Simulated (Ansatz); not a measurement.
Program: Ansatz. Geometries: PBE0-D4/def2-TZVP. ΔE: electronic, gas phase. CCSD(T)/CBS adds triple-zeta CCSD(T) − MP2 to the extrapolated MP2 energy (def2 sets, frozen cores). DFT in def2-TZVPP. B3LYP here is the variant with VWN-RPA as its local correlation; programs differ in this. Each species was taken in one conformer, which may not be the lowest.

Reaction (ligand exchange at the Si–C bond): `[SiH3]C1NCS1` + `O[Si](O)(F)O[SiH3]` → `O[Si](F)(O[SiH3])O[SiH3]` + `C1NCS1`

```json
{"level": "PBE-D4", "ΔE (kcal/mol)": "-23.8", "difference from CCSD(T)/CBS": "3.3"}
{"level": "r2SCAN-D4", "ΔE (kcal/mol)": "-27.0", "difference from CCSD(T)/CBS": "0.1"}
{"level": "PBE0-D4", "ΔE (kcal/mol)": "-25.9", "difference from CCSD(T)/CBS": "1.2"}
{"level": "B3LYP-D4", "ΔE (kcal/mol)": "-28.2", "difference from CCSD(T)/CBS": "-1.1"}
{"level": "ωB97X-V", "ΔE (kcal/mol)": "-27.7", "difference from CCSD(T)/CBS": "-0.6"}
{"level": "ωB97M-V", "ΔE (kcal/mol)": "-27.2", "difference from CCSD(T)/CBS": "-0.1"}
{"level": "B2PLYP", "ΔE (kcal/mol)": "-28.7", "difference from CCSD(T)/CBS": "-1.6"}
{"level": "PBE", "ΔE (kcal/mol)": "-24.3", "difference from CCSD(T)/CBS": "2.8"}
{"level": "r2SCAN", "ΔE (kcal/mol)": "-27.0", "difference from CCSD(T)/CBS": "0.1"}
{"level": "PBE0", "ΔE (kcal/mol)": "-26.3", "difference from CCSD(T)/CBS": "0.8"}
{"level": "B3LYP", "ΔE (kcal/mol)": "-29.2", "difference from CCSD(T)/CBS": "-2.1"}
{"level": "HF/def2-TZVPP", "ΔE (kcal/mol)": "-35.3", "difference from CCSD(T)/CBS": "-8.2"}
{"level": "MP2/def2-TZVPP", "ΔE (kcal/mol)": "-27.0", "difference from CCSD(T)/CBS": "0.1"}
{"level": "SCS-MP2/def2-TZVPP", "ΔE (kcal/mol)": "-28.6", "difference from CCSD(T)/CBS": "-1.5"}
{"level": "CCSD/def2-TZVPP", "ΔE (kcal/mol)": "-28.6", "difference from CCSD(T)/CBS": "-1.5"}
{"level": "CCSD(T)/def2-TZVPP", "ΔE (kcal/mol)": "-27.2", "difference from CCSD(T)/CBS": "-0.1"}
{"level": "HF/def2-QZVPP", "ΔE (kcal/mol)": "-35.9", "difference from CCSD(T)/CBS": "-8.8"}
{"level": "MP2/def2-QZVPP", "ΔE (kcal/mol)": "-27.2", "difference from CCSD(T)/CBS": "-0.1"}
{"level": "SCS-MP2/def2-QZVPP", "ΔE (kcal/mol)": "-28.8", "difference from CCSD(T)/CBS": "-1.7"}
{"level": "HF/CBS(def2)", "ΔE (kcal/mol)": "-35.9", "difference from CCSD(T)/CBS": "-8.8"}
{"level": "MP2/CBS(def2)", "ΔE (kcal/mol)": "-27.0", "difference from CCSD(T)/CBS": "0.1"}
{"level": "CCSD/CBS(def2)", "ΔE (kcal/mol)": "-28.5", "difference from CCSD(T)/CBS": "-1.4"}
{"level": "CCSD(T)/CBS", "ΔE (kcal/mol)": "-27.1", "difference from CCSD(T)/CBS": "0"}
```

Largest T1 diagnostic among the species: 0.011.

In def2-TZVPP, CCSD(T) changes the Hartree–Fock value by +8.1 kcal/mol (the triples alone add +1.4 kcal/mol) and MP2 by +8.2 kcal/mol. From PBE to PBE0 (25 % exact exchange), in def2-TZVPP and without D4, ΔE moves by −2.0 kcal/mol.
